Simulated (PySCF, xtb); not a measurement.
H4N, SMILES [NH4+], charge +1.

Harmonic wavenumbers (cm⁻¹) from GFN2-xTB (xtb) at its own minimum, in rising order: 1339, 1339, 1339, 1420, 1420, 3267, 3267, 3268, 3309.

Q: What does PySCF with r2SCAN-D4/def2-TZVPD give at its own minimum? (Estimate from the structure and the level; the computed values follow.)

A: 1473, 1473, 1473, 1727, 1727, 3373, 3484, 3484, 3484. Paired by order, the mean absolute difference is 192 cm⁻¹ and the zero-point energies are 28.5 and 31.0 kcal/mol.
